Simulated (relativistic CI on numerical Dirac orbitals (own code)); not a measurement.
## Energy levels of Dy⁴⁺

These numbers are calculated, not measured: Dirac-Coulomb-Breit CI, KLI orbitals optimised for each configuration, a model potential for QED, valence Slater integrals scaled by 0.85, P86 correlation energy added to each configuration (own radial code, finite nucleus).

CI space (outside the closed core [Kr] 4d10): 4f⁸5s²5p⁶, 4f⁷5s²5p⁶5d, 4f¹⁰5s²5p⁴, 4f⁹5s²5p⁵, 4f⁷5s²5p⁶6s, 4f⁷5s²5p⁶6p, 4f⁷5s²5p⁶7s, 4f⁹5s5p⁶. Levels of other configurations are missing.

The lowest level is 4f⁸5s²5p⁶ ⁷F6, with 94 % of that term; Hund's rules for 4f⁸5s²5p⁶ give ⁷F with J = 6, in agreement.

```tsv
No.	Configuration	Term	J	E (cm⁻¹)	%	Lifetime (s)	jj configuration (%)
1	4f⁸5s²5p⁶	⁷F	6	0.0	94		4f5/2^4 4f7/2^4 (36)
2	4f⁸5s²5p⁶	⁷F	5	2513.6	96	1.35e+00	4f5/2^4 4f7/2^4 (44)
3	4f⁸5s²5p⁶	⁷F	4	3949.2	93	3.97e+00	4f5/2^4 4f7/2^4 (41)
4	4f⁸5s²5p⁶	⁷F	3	5125.7	93	5.11e+00	4f5/2^3 4f7/2^5 (35)
5	4f⁸5s²5p⁶	⁷F	2	5939.6	93	1.21e+01	4f5/2^4 4f7/2^4 (46)
6	4f⁸5s²5p⁶	⁷F	1	6488.0	93	3.15e+01	4f5/2^3 4f7/2^5 (45)
7	4f⁸5s²5p⁶	⁷F	0	6753.8	93	1.73e+02	4f5/2^4 4f7/2^4 (46)
8	4f⁸5s²5p⁶	⁵D	4	20411.8	89	4.58e-02	4f5/2^4 4f7/2^4 (32)
9	4f⁸5s²5p⁶	⁵L	10	26618.1	92		4f5/2^4 4f7/2^4 (42)
10	4f⁸5s²5p⁶	⁵G	6	27046.3	56	2.95e-02	4f7/2^2 (47)
11	4f⁸5s²5p⁶	⁵D	3	27464.6	88	2.53e-02	4f5/2^3 4f7/2^5 (48)
12	4f⁸5s²5p⁶	⁵L	9	28487.6	94	3.44e+00	4f5/2^4 4f7/2^4 (59)
13	4f⁸5s²5p⁶	⁵G	5	28815.2	65	3.80e-02	4f5/2^5 4f7/2^3 (52)
14	4f⁸5s²5p⁶	⁵G	4	29314.4	67	5.13e-02	4f5/2^4 4f7/2^4 (51)
15	4f⁸5s²5p⁶	⁵D	2	29349.7	65	2.89e-02	4f5/2^2 4f7/2^6 (35)
16	4f⁸5s²5p⁶	⁵L	8	29424.3	90	1.68e+01	4f5/2^4 4f7/2^4 (46)
17	4f⁸5s²5p⁶	⁵L	7	29690.6	80	7.16e+00	4f5/2^5 4f7/2^3 (40)
18	4f⁸5s²5p⁶	⁵L	6	29886.5	77	3.15e-01	4f5/2^4 4f7/2^4 (40)
19	4f⁸5s²5p⁶	⁵G	3	30195.3	78	7.22e-02	4f5/2^4 4f7/2^4 (35)
20	4f⁸5s²5p⁶	⁵G	2	30899.0	91	1.44e-01	4f5/2^4 4f7/2^4 (46)
21	4f⁸5s²5p⁶	⁵D	1	32545.0	76	2.40e-02	4f5/2^3 4f7/2^5 (30)
22	4f⁸5s²5p⁶	⁵H	7	32581.6	76	5.12e-01	4f5/2^4 4f7/2^4 (63)
23	4f⁸5s²5p⁶	⁵D	0	33043.0	68	2.46e-02	4f5/2^2 4f7/2^6 (42)
24	4f⁸5s²5p⁶	⁵H	6	34544.6	59	1.26e-01	4f5/2^4 4f7/2^4 (50)
25	4f⁸5s²5p⁶	⁵H	5	35645.8	50	1.04e-01	4f5/2^3 4f7/2^5 (35)
26	4f⁸5s²5p⁶	⁵H	4	36351.5	54	1.13e-01	4f5/2^4 4f7/2^4 (39)
27	4f⁸5s²5p⁶	⁵H	3	36974.3	82	1.61e-01	4f5/2^4 4f7/2^4 (44)
28	4f⁸5s²5p⁶	⁵I	8	37167.4	82	4.10e-01	4f5/2^4 4f7/2^4 (49)
29	4f⁸5s²5p⁶	⁵F	5	37464.6	81	2.98e-02	4f5/2^5 4f7/2^3 (49)
30	4f⁸5s²5p⁶	⁵F	4	37971.9	70	6.80e-02	4f5/2^4 4f7/2^4 (41)
```

Energies count from the lowest computed level; lifetimes are radiative, by E1, M1, E2 decay to levels of this space only; some are left blank where a channel outside the calculation adds to the decay or the decay crosses a small, uncertain gap. Filled j subshells are mostly left out of the jj labels.

The mean weight of the leading LS term, summed over parents, in these 30 levels is 79 %, and that of the leading jj configuration (from the same eigenvectors) 44 %, so LS coupling describes them better.

At this charge configurations can still be misplaced by up to about 7 % of their energy. Levels and lines within the n = 5 or 6 shells can be off by up to 10 % or somewhat more, and those that change n by about 2 %, since core polarisation is missing.

Landé's interval rule says that E(J) − E(J−1) = AJ with one A. For the ground term the intervals give A = -265.8, -274.2, -271.3, -294.1, -287.1, -418.9 cm⁻¹ for J = 1, 2, 3, 4, 5, 6; the multiplet is inverted.

LS names give the leading component of a level, which can be under half, so a name can repeat, a term be missing and a line seem to break the LS rules.
